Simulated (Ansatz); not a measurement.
The same ligand exchange along the group O, S, Se.

Calculated with Ansatz (gas phase, PBE0-D4/def2-TZVP geometries, no zero-point term in ΔE). CCSD(T)/CBS adds triple-zeta CCSD(T) − MP2 to the extrapolated MP2 energy (def2 sets, frozen cores). This one scheme is used for every species. DFT in def2-TZVPP. For Se outer-core shells are correlated without core-valence functions, which leaves a few kJ/mol of doubt a bond. Scalar relativity is left out up to krypton. One conformer a species, not always the lowest.

```csv
reaction,ωB97X-V (kcal/mol)
`O[SiH2]N[SiH3]` + HCl → `[SiH3]N[SiH2]Cl` + H₂O,-0.7
`[SiH3]N[SiH2]S` + HCl → `[SiH3]N[SiH2]Cl` + H₂S,-10.5
`[SiH3]N[SiH2][SeH]` + HCl → `[SiH3]N[SiH2]Cl` + H₂Se,-10.3
```

(1) Give the CCSD(T)/CBS values in the same order. (Estimate.)

Largest T1 diagnostic: 0.011, for `O[SiH2]N[SiH3]`.

Results:

(1) The calculation gave: -1.3, -10.2, -9.2 kcal/mol.
